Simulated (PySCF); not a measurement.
Energy of Ni(2+) (nickel, charge +2) between two integer charges

The 3d beta orbital of [Ar] 3d8 is emptied in steps (occupation f), with all orbitals relaxed, ending at [Ar] 3d7. All numbers are calculated (PySCF 2.14, the spin-free X2C one-electron Hamiltonian (Gaussian nucleus), in x2c-TZVPall (6s5p4d1f, 48 functions)). The exact energy is a straight line in f; departures are measured from the line between the end points of the same method.

| f | BHandHLYP (eV) | wB97X (eV) | HSE06 (eV) |
| --- | --- | --- | --- |
| 1 | 0.000 | 0.000 | 0.000 |
| 0.8 | -0.427 | -0.507 | -0.971 |
| 0.6 | -0.654 | -0.772 | -1.467 |
| 0.4 | -0.666 | -0.783 | -1.476 |
| 0.2 | -0.452 | -0.528 | -0.990 |
| 0 | 0.000 | 0.000 | 0.000 |

| method | E(f=0) − E(f=1) (eV) | −ε at f=1 (eV) | −ε at f=0.4 (eV) |
| --- | --- | --- | --- |
| BHandHLYP | 35.305 | 32.691 | 35.799 |
| wB97X | 35.593 | 32.478 | 36.197 |
| HSE06 | 35.704 | 29.682 | 36.888 |

Orbital energy along the path (eV):

```
  f  BHandHLYP    wB97X    HSE06
  1    -32.691  -32.478  -29.682
0.8    -33.659  -33.651  -32.027
0.6    -34.699  -34.894  -34.431
0.4    -35.799  -36.197  -36.888
0.2    -36.959  -37.547  -39.388
  0    -38.183  -38.915  -41.920
```

Reference removal energy between the ground levels: 35.187 ± 0.019 eV (measured; NIST Atomic Spectra Database, ionization energies). The calculation has no spin-orbit coupling. The determinant left behind need not be the lowest term of the ion.
